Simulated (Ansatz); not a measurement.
Input file for H4INO2Si, SMILES `N[Si](O)(O)I`:

```yaml
crystal:
  periodic: [false, false, false]
  atoms:
    - {symbol: N, position_ang: [0.151809, 1.119369, -0.848830]}
    - {symbol: Si, position_ang: [-0.050369, -0.283334, 0.076131]}
    - {symbol: O, position_ang: [1.389847, -1.011210, 0.312425]}
    - {symbol: O, position_ang: [-0.821251, 0.214955, 1.424219]}
    - {symbol: I, position_ang: [-1.388490, -2.075723, -0.936194]}
    - {symbol: H, position_ang: [-0.593538, 1.796276, -0.883756]}
    - {symbol: H, position_ang: [0.661053, 1.080989, -1.716582]}
    - {symbol: H, position_ang: [2.083426, -0.447864, 0.665598]}
    - {symbol: H, position_ang: [-1.344188, -0.439756, 1.889790]}
basis:
  gaussian: {orbitals: def2-TZVPP}
correlation: {method: ccsd_t}
output: {orbitals: {seedname: orbitals}}
```

```sh
$ ansatz run in.yaml --threads 4 --pin off --events-out ev --progress --plain --max-ram 10444MiB
```

Log, shortened:

```
Functional definition: HF
1631 factors; integrals over basis functions are off by at most 8.7e-4 eV
mean field evaluation 1: about -21556.9774 eV, gradient 5.5e1 eV
mean field evaluation 2: about -21557.1892 eV, gradient 5.5e1 eV
mean field evaluation 4: about -21562.3917 eV, gradient 3.3e0 eV
mean field evaluation 8: about -21562.4484 eV, gradient 2.8e-1 eV
mean field -21562.44866835 eV, -792.4053730093 hartree, gradient 2.5e-6 eV, S^2 0.000000; 0 other end points of the search recorded, 0 dependent functions left out
12 core orbitals not correlated: weight in the atoms' cores, before any rotation towards them, 1.000 or more for the frozen orbitals, at most 0.000 for the correlated occupied ones
reference -21562.44866835 eV, -792.4053730093 hartree; 21, 21 occupied and 208, 208 virtual orbitals, 1631 factors
second order -35.54426257 eV of doubles, -0.00000000 eV of singles
cycle   1  -34.27247648 eV  change     1.3e0 eV  update   1.1e-1
cycle   2  -35.00781846 eV  change   -7.4e-1 eV  update   3.0e-2
cycle   3  -35.13528392 eV  change   -1.3e-1 eV  update   1.4e-2
cycle   4  -35.10889565 eV  change    2.6e-2 eV  update   3.1e-3
cycle   5  -35.10899940 eV  change   -1.0e-4 eV  update   1.4e-3
cycle   6  -35.11007738 eV  change   -1.1e-3 eV  update   3.8e-4
cycle   7  -35.10971693 eV  change    3.6e-4 eV  update   1.5e-4
cycle   8  -35.10961740 eV  change    1.0e-4 eV  update   4.1e-5
cycle   9  -35.10963942 eV  change   -2.2e-5 eV  update   1.5e-5
perturbative correction -1.10501436 eV, -0.0406085287 hartree
Total energy: -21598.66332213 eV, -793.7362369884 hartree
```

Hardware: 4 threads of an Arm Neoverse V2 on a shared host. Wall time 3.5 min, peak host memory 5.3 GiB.

The correlation energy is -36.215 eV, 3.1 % of it from (T); the T1 diagnostic reads 0.0098.
